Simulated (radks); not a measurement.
Results of a calculation; reference values are marked as such.
Spherical quantum dot in the effective-mass picture: electrons in a well V = -V0 / (1 + exp((r - R)/a)) with V0 = 5.87, R = 4.52, a = 0.3, all in effective atomic units (hartree* = m*/eps^2 hartree, bohr* = eps/m* bohr), one dielectric constant everywhere. Level of theory: non-relativistic Kohn-Sham, exchange-only LDA, spin-polarised, spherical densities (a radial shooting solver with Libxc functionals). Levels are named by radial order and angular momentum (1s, 1p, 1d, 2s, ...), and open shells are averaged over m. Results are scaled to m* = 0.033 and eps = 9.2, for which hartree* = 10.61 meV and bohr* = 14.75 nm.

N = 10, configuration 1s2 1p6 1d(up 2, down 0). This is the lowest configuration that the search found. Occupied and some empty levels:

level    occupation  eigenvalue (meV)  <r> (nm)
1s up             1           -28.664     41.26
1s down           1           -28.244     40.91
1p up             3           -26.980     44.24
1p down           3           -26.522     44.11
1d up             2           -24.320     46.62
1d down           0           -23.843     46.58
1f up             0           -20.856     48.61
1f down           0           -20.371     48.62
2s up             0           -20.250     32.52
2s down           0           -20.032     32.55
2p up             0           -15.913     37.91
2p down           0           -15.631     37.85

Energy (meV): total -418.777, kinetic 45.919, external -600.12, Hartree 161.37, exchange-correlation -25.944.
